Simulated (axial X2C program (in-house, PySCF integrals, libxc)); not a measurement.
**Density and ELF of CoB**

Computed with an in-house relativistic program for diatomic molecules. Two-component (2c) means X2C with spin–orbit coupling and atomic mean-field two-electron Coulomb and Gaunt terms. Basis: Co dyall-cv3z [9s10p6d3f2g], B dyall-v3z [7s6p2d1f] (cores contracted in-house); Gaussian nuclei, density fitting, unrestricted open shells. Masses: Co 58.933 u, B 11.009 u.

PBE0, 2c, state Ω = 3 (⟨Sz⟩ = 1.00, ⟨Lz⟩ = 2.00 at PBE0); Co at z = 0, B at z = 1.671 Å.

The maps cover the half plane through the axis: z from -2.4 to 3.6 Å along the bond, ρ from 0.15 to 2.25 Å away from it.

log10 of the density in e/bohr³:

```
 ρ\z  -2.4  -1.8  -1.2  -0.6   0.0   0.6   1.2   1.8   2.4   3.0   3.6
0.15  -3.3  -2.6  -1.8  -0.3   1.4  -0.3  -0.8   0.3  -1.2  -1.9  -2.7
0.45  -3.3  -2.7  -1.9  -0.7   0.2  -0.7  -1.0  -1.0  -1.3  -2.0  -2.8
0.75  -3.4  -2.8  -2.1  -1.3  -0.7  -1.1  -1.2  -1.3  -1.6  -2.2  -2.9
1.05  -3.5  -2.9  -2.3  -1.8  -1.4  -1.5  -1.5  -1.6  -1.9  -2.4  -3.1
1.35  -3.7  -3.1  -2.6  -2.1  -1.9  -1.9  -1.9  -2.0  -2.3  -2.7  -3.3
1.65  -3.8  -3.3  -2.9  -2.5  -2.3  -2.3  -2.3  -2.4  -2.7  -3.1  -3.6
1.95  -4.0  -3.6  -3.2  -2.9  -2.7  -2.7  -2.7  -2.8  -3.0  -3.4  -3.9
2.25  -4.3  -3.8  -3.5  -3.2  -3.1  -3.1  -3.1  -3.2  -3.4  -3.7  -4.2
```

Electron localisation function (collinear form, no current term, damped to 0 at low density):

```
 ρ\z  -2.4  -1.8  -1.2  -0.6   0.0   0.6   1.2   1.8   2.4   3.0   3.6
0.15  0.25  0.26  0.12  0.60  0.59  0.53  0.27  0.98  0.96  0.98  0.93
0.45  0.23  0.28  0.13  0.33  0.77  0.32  0.69  0.07  0.97  0.98  0.90
0.75  0.19  0.31  0.17  0.16  0.34  0.24  0.79  0.77  0.96  0.96  0.81
1.05  0.12  0.33  0.23  0.15  0.17  0.29  0.75  0.82  0.92  0.92  0.58
1.35  0.06  0.30  0.28  0.21  0.20  0.33  0.64  0.72  0.81  0.78  0.25
1.65  0.02  0.20  0.29  0.26  0.23  0.29  0.45  0.51  0.59  0.45  0.06
1.95  0.01  0.08  0.24  0.26  0.22  0.21  0.24  0.26  0.26  0.12  0.01
2.25  0.00  0.02  0.11  0.18  0.15  0.11  0.09  0.08  0.06  0.01  0.00
```

Axial spin density in 10⁻³ e/bohr³:

```
 ρ\z  -2.4  -1.8  -1.2  -0.6    0.0   0.6    1.2   1.8   2.4  3.0  3.6
0.15   0.4   1.6   3.4   7.3  546.8   5.3   -4.5  -9.7  32.7  7.0  1.2
0.45   0.4   1.5   4.3  22.5  174.2  11.8  -15.4  -7.4  19.1  5.2  1.0
0.75   0.3   1.3   4.2  16.2   35.3   4.1  -13.1  -6.9   7.4  3.0  0.7
1.05   0.3   1.0   3.2   9.0   11.9   1.1   -7.2  -4.4   2.1  1.4  0.4
1.35   0.2   0.7   2.0   4.6    4.9   0.3   -3.4  -2.3   0.4  0.6  0.2
1.65   0.1   0.4   1.1   2.2    2.1   0.1   -1.5  -1.1   0.0  0.2  0.1
1.95   0.1   0.2   0.6   1.0    0.9   0.1   -0.6  -0.5  -0.1  0.1  0.0
2.25   0.1   0.1   0.3   0.5    0.4   0.1   -0.2  -0.2  -0.1  0.0  0.0
```

Occupations by symmetry block were frozen at the best pattern of an incomplete PBE0 search. Density functionals use the spin component along the axis (collinear). PBE0 can misorder states that lie within some tenths of an eV, so this need not be the ground state of the molecule. The nearest other spin-free determinant of the search, M_S = 0, Λ = 2, lies 0.07 eV up at the distance of the search. The functionals have no current-density term, which raises determinants with orbital currents, atoms included. With several unpaired electrons one determinant need not be a pure state. A state of lower Ω lies just above, and one determinant can place such states too high, so the state shown need not be the lowest. The search has Ω = 2 only 0.07 eV up. The determinant is spin-polarised beyond a pure state at some levels (its spin-free form has ⟨S²⟩ too high), which makes Re and μ there less reliable.
